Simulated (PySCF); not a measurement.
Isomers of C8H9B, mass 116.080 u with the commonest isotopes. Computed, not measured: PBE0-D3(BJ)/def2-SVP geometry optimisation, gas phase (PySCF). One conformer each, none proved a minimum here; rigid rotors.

Question: Order these by radius of gyration √(Σ m r²/M), largest first.
A. `CB(C#C/C=C/C#C)C`
B. `[CH2:1]=[CH:2][B:3]1[CH:4]=[CH:5][CH:6]=[CH:7][CH:8]=[CH:9]1` with C1–C2–B3–C4 11°
C. `[CH2:1]=[CH:2][C:3]1=[CH:4][CH:5]=[CH:6][BH:7][CH:8]=[CH:9]1` with C1–C2–C3–C4 -175°
D. `C(B(C)C)#C/C=C\C#C`

Answer: A (3.135 Å), D (2.712 Å), B (2.263 Å), C (2.214 Å).

Question: Order these by rotational constant A, smallest first.
A. `[CH2:1]=[CH:2][B:3]1[CH:4]=[CH:5][CH:6]=[CH:7][CH:8]=[CH:9]1` with C1–C2–B3–C4 11°
B. `[BH2:1][c:2]1[cH:3][cH:4][c:5]([CH:6]=[CH2:7])[cH:8][cH:9]1` with C4–C5–C6–C7 -177°
C. `C#C/C=C\C#CB(C)C`
D. `[CH2:1]=[CH:2][C:3]1=[CH:4][CH:5]=[CH:6][BH:7][CH:8]=[CH:9]1` with C1–C2–C3–C4 -175°
E. `C#C/C=C/C#CB(C)C`

Answer: C (2883 MHz), A (3297 MHz), D (3406 MHz), B (4961 MHz), E (6293 MHz).

Question: Order these by rotational constant B, largest first.
A. `[BH2:1][c:2]1[cH:3][cH:4][c:5]([CH:6]=[CH2:7])[cH:8][cH:9]1` with C4–C5–C6–C7 -177°
B. `[CH2:1]=[CH:2][B:3]1[CH:4]=[CH:5][CH:6]=[CH:7][CH:8]=[CH:9]1` with C1–C2–B3–C4 11°
C. `C#C/C=C/C#CB(C)C`
D. `C#C/C=C\C#CB(C)C`
E. `[CH2:1]=[CH:2][C:3]1=[CH:4][CH:5]=[CH:6][BH:7][CH:8]=[CH:9]1` with C1–C2–C3–C4 -175°

Answer: E (1201 MHz), B (1144 MHz), A (1021 MHz), D (741.3 MHz), C (473.4 MHz).

```json
{"SMILES": "C=CC1=CC=CBC=C1", "point group": "near Cs", "Ia (u·Å²)": "148.37", "Ib (u·Å²)": "420.65", "Ic (u·Å²)": "568.73", "κ": "-0.75", "μa (D)": "2.06", "μb (D)": "1.22", "μc (D)": "0.03"}
{"SMILES": "C#C/C=C/C#CB(C)C", "point group": "C1", "Ia (u·Å²)": "80.30", "Ib (u·Å²)": "1067.54", "Ic (u·Å²)": "1134.07", "κ": "-0.99", "μa (D)": "0.34", "μb (D)": "0.03", "μc (D)": "0.09"}
{"SMILES": "C=CB1C=CC=CC=C1", "point group": "C1", "Ia (u·Å²)": "153.27", "Ib (u·Å²)": "441.79", "Ic (u·Å²)": "593.92", "κ": "-0.76", "μa (D)": "1.44", "μb (D)": "0.30", "μc (D)": "0.06"}
{"SMILES": "C#C/C=C\\C#CB(C)C", "point group": "near Cs", "Ia (u·Å²)": "175.31", "Ib (u·Å²)": "681.71", "Ic (u·Å²)": "850.66", "κ": "-0.87", "μa (D)": "0.58", "μb (D)": "0.06", "μc (D)": "0.05"}
{"SMILES": "Bc1ccc(C=C)cc1", "point group": "near Cs", "Ia (u·Å²)": "101.86", "Ib (u·Å²)": "495.00", "Ic (u·Å²)": "596.78", "κ": "-0.92", "μa (D)": "2.12", "μb (D)": "0.17", "μc (D)": "0.00"}
```
